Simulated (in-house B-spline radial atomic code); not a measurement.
Inner levels of cobalt as electrons are removed. A shift is the extra binding of the orbital against the neutral atom ([Ar] 3d7 4s2). Computed with an all-electron radial atomic-structure program (B-spline basis): non-relativistic Hartree-Fock, average of the configuration, point nuclei.

| ion | configuration | shift of 1s (eV) | radius of 1s (bohr) | Σ<r²> (bohr²) | change of density at nucleus (bohr⁻³) |
| --- | --- | --- | --- | --- | --- |
| Co19+ | [He] 2s2 2p4 | 885.21 | 0.056706 | 0.3727 | -25.934 |
| Co20+ | [He] 2s2 2p3 | 1028.72 | 0.056634 | 0.30781 | 23.556 |
| Co21+ | [He] 2s2 2p2 | 1176.46 | 0.056558 | 0.24731 | 74.954 |
| Co22+ | [He] 2s2 2p1 | 1328.41 | 0.056477 | 0.19083 | 128.27 |
| Co23+ | [He] 2s2 | ? | ? | ? | ? |
| Co24+ | [He] 2s1 | 1621.37 | 0.056382 | 0.071827 | -463.78 |
| Co25+ | 1s2 | ? | ? | ? | ? |
| Co26+ | 1s1 | 2215.48 | 0.055556 | 0.0041152 | -7102.36 |

Question: Fill in the row of Co23+.

Answer: shift of 1s (eV): 1484.53; radius of 1s (bohr): 0.056391; Σ<r²> (bohr²): 0.13804; change of density at nucleus (bohr⁻³): 183.53.

Question: Fill in the row of Co25+.

Answer: shift of 1s (eV): 1760.82; radius of 1s (bohr): 0.056339; Σ<r²> (bohr²): 0.0084792; change of density at nucleus (bohr⁻³): -1144.07.
